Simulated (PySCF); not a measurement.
Dipole response of Sb³³⁺ (antimony, charge +33)

[Ar], closed-shell 1S. All numbers are calculated (PySCF 2.14, the spin-free X2C one-electron Hamiltonian (Gaussian nucleus), in an uncontracted even-tempered set (18 s from 5.3 bohr⁻², ratio 2.5; 12 p from 6.9 bohr⁻², ratio 2.5; 5 d from 32 bohr⁻², ratio 2.7; 4 f from 47 bohr⁻², ratio 2.7)). Coupled (time-dependent) response in atomic units; α is the mean over directions.

| method | mean α (bohr³) | C₆ (like pair) | S(−4) |
| --- | --- | --- | --- |
| UHF | 0.006848 | 0.0006857 | 2.880e-05 |
| PBE0 | 0.006904 | 0.0006929 | 2.924e-05 |

S(−4) is the Cauchy moment in α(ω) = α(0) + S(−4) ω² + …

α(iu) at UHF:

```
u (hartree)  α(iu) (bohr³)
          0       0.006848
       2.00       0.006735
       4.00       0.006421
       8.00       0.005455
       12.0       0.004444
       16.0       0.003619
       20.0       0.003000
       30.0       0.002063
       40.0       0.001574
       60.0       0.001086
        100      0.0006804
```

A single London oscillator, α(iu) = α/(1 + u²/ω²), gives C₆ = (3/4) ω α². Matching the computed C₆ needs ω = 4 × 0.0006857 / (3 × 0.006848²) = 19.5 hartree.

For an ion, C₆ is the dispersion term alone; charge-induced terms of lower order in 1/R come first.
